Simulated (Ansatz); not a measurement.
BrF2H2InOSi, SMILES `F[Si](F)(Br)[O][InH2]` at its PBE0-D4/def2-TZVP geometry, where that method's forces vanish. Charge 0, multiplicity 1. In takes the def2 core potential.

```tsv
atom	x (Å)	y (Å)	z (Å)
F1	-1.7485	-2.0417	-0.0716
Si2	-0.6860	-1.0660	0.5699
F3	-1.1412	-0.8498	2.0684
Br4	1.2351	-2.1493	0.6316
O5	-0.5866	0.2932	-0.2246
In6	0.7385	1.6717	-0.8683
H7	2.2751	1.4151	-0.1952
H8	-0.0864	2.7267	-1.9101
```

Problem. For each bond, give half the difference of the two atoms' forces along it (eV/Å; positive pushes the atoms apart) under PBE-D4, r2SCAN-D4, B3LYP-D4, ωB97M-V in def2-TZVPP. (An estimate is asked.)

Solution. Computed: 
```csv
bond,length (Å),PBE-D4,r2SCAN-D4,B3LYP-D4,ωB97M-V
F1–Si2,1.579,0.43,0.04,0.11,0.10
Si2–F3,1.581,0.42,0.03,0.12,0.10
Si2–Br4,2.206,-0.06,0.00,0.13,-0.05
Si2–O5,1.578,0.33,0.08,-0.02,0.01
O5–In6,2.018,0.03,0.02,0.16,0.00
In6–H7,1.697,0.00,-0.04,-0.01,-0.05
In6–H8,1.697,0.03,-0.04,-0.02,-0.06
```

B3LYP here is the variant with VWN-RPA as its local correlation; programs differ in this.
